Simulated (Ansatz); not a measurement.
`[CH3][In]([NH2])[OH]` + HBr → `[CH3][In]([NH2])[Br]` + H₂O at 500 K and 1 bar (ligand exchange at the In–O bond).

Calculated with Ansatz (gas phase, PBE0-D4/def2-TZVP geometries, no zero-point term in ΔE). CBS: MP2 limit from def2 TZ/QZ plus the TZ coupled-cluster correction, frozen cores. This one scheme is used for every species. Elements past krypton have def2 core potentials. For Br, In outer-core shells are correlated without core-valence functions, which leaves a few kJ/mol of doubt a bond. Scalar relativity is left out up to krypton. One conformer a species, not always the lowest.

```csv
species,CCSD(T)/CBS energy (Eh),H − E (kJ/mol),S (J/(mol·K))
`[CH3][In]([NH2])[OH]`,-361.38627,242.4,443.7
HBr,-2573.91920,30.5,213.7
`[CH3][In]([NH2])[Br]`,-2858.97077,208.4,445.9
H₂O,-76.37941,73.2,206.3
```

H − E and S are ideal-gas, rigid-rotor, harmonic terms from PBE0-D4/def2-TZVP, for one conformer and one mirror image of each species. 1 Eh = 2625.50 kJ/mol, R = 8.31446 J/(mol·K).

Q: By hand: ΔE, ΔH, ΔS and ΔG.

A: ΔE = (-2858.97077) + (-76.37941) − (-361.38627) − (-2573.91920) = -0.04471 Eh = -117.4 kJ/mol. Δ(H − E) = 208.4 + 73.2 − 242.4 − 30.5 = 8.7, so ΔH = -108.7 kJ/mol. ΔS = 445.9 + 206.3 − 443.7 − 213.7 = -5.2 J/(mol·K). ΔG = -108.7 − 500 × (-5.2)/1000 = -106.1 kJ/mol.

Q: By hand: the equilibrium constant, and the temperature at which ΔG would vanish if ΔH and ΔS stayed fixed.

A: log₁₀ K = −ΔG/(RT ln 10) = 11.1. ΔG = 0 at ΔH/ΔS = 20904 K, far beyond where these terms or the molecules hold.

The number of gas molecules stays the same, so ΔS is small and ΔH decides. A doubt of 5 kJ/mol in ΔE shifts log₁₀ K by 0.5 here. Other conformers and mirror images would add mixing entropy, several J/(mol·K) or more a flexible species. Modes under 60 cm⁻¹, often nearly free rotors, make the harmonic entropy too high. These are equilibria of isolated gas molecules and say nothing of rates. Largest T1 diagnostic: 0.015 (customary marks: 0.02 for closed shells, 0.045 for open ones).
